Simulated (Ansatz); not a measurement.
Ca10O12H4⁺, a hydroxylated oxide cluster. The state is a doublet with charge 1. Geometry PBE-D4/def2-SVP; atoms count from 1.

```xyz
26

Ca   -0.537   -0.766   -0.450
Ca   -1.202    0.963   -3.486
Ca    1.829    1.057   -2.359
Ca    0.736    2.311    0.518
Ca   -2.274    2.305   -0.725
Ca    0.545   -1.742   -3.271
Ca   -3.438   -0.565   -1.717
Ca   -1.720    0.796    2.131
Ca    2.527   -0.559    0.494
Ca    0.506   -1.492    2.831
O     2.707   -1.698    2.392
O     2.882    1.634   -0.296
O     0.527    0.252    1.361
O    -1.145   -0.449    3.911
O     1.579   -0.980   -1.469
O    -0.455   -2.459    1.078
O    -1.309    2.795    1.191
O    -0.149    1.761   -1.510
O    -2.572    0.242    0.121
O     0.782    0.236   -4.098
O    -1.467   -1.130   -2.561
O    -3.159    1.433   -2.536
H     3.417   -2.196    2.828
H     3.704    2.141   -0.169
H    -1.524   -0.526    4.802
H    -0.789   -3.367    0.990
```

Single mean-field runs in def2-TZVP are fitted with def2-universal-jkfit.

Problem. Estimate the Mulliken populations from the PBE0/def2-TZVP orbitals of Ansatz.

Solution. 
```tsv
atom	charge (e)	spin (α − β)
Ca1	1.67	0.01
Ca2	1.28	-0.02
Ca3	1.34	-0.01
Ca4	1.39	-0.01
Ca5	1.32	-0.05
Ca6	1.22	0.00
Ca7	1.23	-0.02
Ca8	1.32	-0.01
Ca9	1.37	0.00
Ca10	1.45	0.00
O11	-1.04	0.00
O12	-1.08	0.00
O13	-1.42	0.00
O14	-1.04	0.00
O15	-1.31	0.00
O16	-1.02	0.00
O17	-0.98	0.52
O18	-1.30	0.02
O19	-1.29	0.04
O20	-1.13	0.08
O21	-1.28	0.01
O22	-1.00	0.45
H23	0.33	0.00
H24	0.34	0.00
H25	0.33	0.00
H26	0.31	0.00
```
Mulliken values depend strongly on the basis.

Problem. Where does the spin sit?

Solution. Summed by element: Ca -0.11, O 1.11, H 0.00, of 1 unpaired in all. Largest on single atoms: O17 0.52, O22 0.45, O20 0.08.

Problem. And the Mayer bond orders between heavy atoms (over 0.3)?

Solution. Ca1–O16 0.41 (2.28 Å); Ca2–O20 0.43 (2.20 Å); Ca3–O15 0.30 (2.24 Å); Ca3–O20 0.46 (2.19 Å); Ca4–O17 0.34 (2.21 Å); Ca4–O18 0.32 (2.28 Å); Ca5–O17 0.31 (2.20 Å); Ca5–O19 0.31 (2.25 Å); Ca5–O22 0.36 (2.20 Å); Ca6–O15 0.40 (2.21 Å); Ca6–O20 0.58 (2.16 Å); Ca6–O21 0.37 (2.22 Å); Ca7–O19 0.45 (2.19 Å); Ca7–O21 0.43 (2.22 Å); Ca7–O22 0.45 (2.18 Å); Ca8–O14 0.30 (2.25 Å); Ca8–O17 0.34 (2.25 Å); Ca8–O19 0.34 (2.25 Å); Ca9–O11 0.31 (2.22 Å); Ca9–O15 0.38 (2.22 Å).
